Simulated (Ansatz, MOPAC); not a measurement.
Molecule: SnCl, net charge 0, doublet state. SMILES: [Cl][Sn]
Geometry from a B3LYP-D3(BJ)/def2-TZVP (Ansatz, an electronic-structure program) optimisation:
```xyz
2

Sn     0.0000     0.0000    -0.6074
Cl     0.0000     0.0000     1.7863
```
Charge 0, spin multiplicity 2.

Wanted: vertical ionisation energy to the singlet, in eV. Terms: each state is the SCF solution reached for its charge and spin; spin-orbit terms left out; LANL2DZ with its own core potentials from Na on; UHF or UKS for open shells; 6-31G* and kin with 6d, 5d where marked; def2 sets with scalar-relativistic core potentials past Kr. First-principles rows: single points at B3LYP-D3(BJ) geometries (Ansatz). Semi-empirical rows: differences of heats of formation at the shared geometry for vertical values.

```csv
species,coefficient,"E at B3LYP/6-31G* with LANL2DZ past Ar (Ansatz), Eh","E at PBE0/def2-TZVPD (Ansatz), Eh","heat of formation at PM6 (MOPAC), kcal/mol"
"charge 1, singlet",+1,-463.32197,-674.13886,181.15
"charge 0, doublet",-1,-463.59069,-674.40207,15.29
```

 1 Eh = 27.2114 eV and 1 eV = 23.0605 kcal/mol.

**Question.** Work the quantity out at each level.

**Answer.** 
- B3LYP/6-31G* with LANL2DZ past Ar: the sum of coefficient times E is 0.26872 Eh, or 7.312 eV. Result: 7.31 eV.
- PBE0/def2-TZVPD: the sum of coefficient times E is 0.26321 Eh, or 7.162 eV. Result: 7.16 eV.
- PM6: the sum of coefficient times heat of formation is 165.86 kcal/mol, or 7.19 eV.
